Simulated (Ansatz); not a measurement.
Computed with Ansatz on PBE0-D4/def2-TZVP structures; ΔE is electronic, products minus reactants. CCSD(T)/CBS is the MP2 limit (def2-TZVPP, def2-QZVPP) plus CCSD(T) − MP2 in def2-TZVPP, frozen cores. This one scheme is used for every species. DFT in def2-TZVPP. B3LYP here is the variant with VWN-RPA as its local correlation; programs differ in this. One conformer a species, not always the lowest.

Consider the cleavage of the Si–Si bond: `C[SiH](Cl)[SiH2]O` + `BS` → `BS[SiH](C)Cl` + `O[SiH3]`.

```json
{"level": "B3LYP-D4", "ΔE (kJ/mol)": "-58.1"}
{"level": "r2SCAN", "ΔE (kJ/mol)": "-59.5"}
{"level": "B3LYP", "ΔE (kJ/mol)": "-56.2"}
{"level": "MP2/CBS(def2)", "ΔE (kJ/mol)": "-76.4"}
```

(1) What does CCSD(T)/CBS give? (An estimate is asked.)

Largest T1 diagnostic among the species: 0.015.

Results:

(1) The calculation gave: -65.0 kJ/mol. The listed levels differ from it by 6.9, 5.5, 8.8, -11.4 kJ/mol.

From PBE to PBE0 (25 % exact exchange), in def2-TZVPP and without D4, ΔE moves by −5.5 kJ/mol.
